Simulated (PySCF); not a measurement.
**How good is the calculation?**

Bonds (- single, = double, # triple, : aromatic): C1-C2, C2-C3, C2-C4, C2-C5, C5=O6, C5-Cl7. C1 carries H8, H9, H10; C3 carries H11, H12, H13; C4 carries H14, H15, H16.

Measured values that the calculation should reproduce: δ ¹³C C2 49.4; C1/C3/C4 27.1 ppm (measured; solution, not stated per compound (mostly CDCl3 or CCl4); Pretsch, Buehlmann, Badertscher, Structure Determination of Organic Compounds, 4th ed. (2009)).

PySCF calculation with geometry from PBE0-D3(BJ)/def2-SVP and shieldings: GIAO wB97X-D/pcSseg-1; non-relativistic Hamiltonian, in vacuum, a single conformation, averaged over atoms made equivalent by symmetry, fast rotation or ring inversion.

**Question.** Set the calculated values beside the experiment.

**Answer.** 
Reference values: measured (solution, not stated per compound (mostly CDCl3 or CCl4); Pretsch, Buehlmann, Badertscher, Structure Determination of Organic Compounds, 4th ed. (2009)).
```tsv
atoms	quantity	reference	computed	computed, scaled
C2	δ ¹³C	49.4	49.5	47.2
C1/C3/C4	δ ¹³C	27.1	28.8	27.5
```

Computed shifts are σ(ref) − σ with the named reference compound (TMS for H and C) calculated as an isolated molecule at the same level. The measured values may be among those fitted. Shieldings were converted by linear fits to measured shifts (mostly CDCl3, TMS scale, for H and C): ¹³C (scatter 2.1 ppm rms, 2.5 ppm with the 2 outliers that the fit left out). A few per cent of atoms miss by over 2 rms, more outside the fitted compound classes.

**Question.** How far are the unscaled ¹³C shifts from the references?

**Answer.** Mean signed difference +0.90 ppm, mean absolute 0.90 ppm over 2 comparisons; the largest is +1.7 ppm at C1/C3/C4 (methyl carbon).
